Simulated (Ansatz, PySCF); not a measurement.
F₂OS, charge +1, doublet, at a GFN2-xTB geometry (a state made from the parent by changing its charge; the spin is typed, not shown lowest), atoms displaced at random by about 0.03 Å a coordinate. Base run: R2SCAN/STO-3G, gradient (PySCF).

PySCF was given this input:
```python
from pyscf import gto, scf, dft

mol = gto.Mole()
mol.atom = '''
    O     1.41790499   -0.13022405   -0.28751024
    S     0.18878943   -0.01427173    0.32851309
    F    -0.70082458    1.28613283   -0.24283511
    F    -0.81597135   -1.14404907   -0.14913143
'''
mol.basis = 'sto-3g'
mol.charge = 1
mol.spin = 1
mol.verbose = 4
mol.build()

mf = dft.UKS(mol)
mf.xc = 'r2scan'
mf.kernel()
g = mf.nuc_grad_method()
grad = g.kernel()
```

Programs used: Ansatz (a first-principles code), PySCF; a row that names a program was run with it.

The coordinate followed is z of atom 4.

Each row names what was changed in the base input (with any setting that the change needs).

```csv
change,dE/dx (Eh/bohr),net force (Eh/bohr)
base,0.031360,0.003781
grids.level = 1; grid_response = off,0.032922,0.012247
conv_tol = 1e-11,0.031360,0.003781
grids.level = 1; grid_response = on,0.030807,0.000000
finite difference step (bohr) = 1e-4; conv_tol = 1e-11,0.030596,-
code = ansatz,0.030638,0.000000
grids.level = 5; grid_response = off,0.030402,0.001731
finite difference step (bohr) = 1e-3; conv_tol = 1e-11,0.030596,-
grids.level = 5; grid_response = on,0.030638,0.000000
conv_tol = 1e-4,0.031354,0.003784
density fitting = on; auxbasis_response = off,0.031896,0.005371
density fitting = on,0.031361,0.003781
```

The net force is zero for an exact gradient.

Open shells are given as the SCF converged; they aren't shown to be the lowest states, and a large step between rows can be another state.
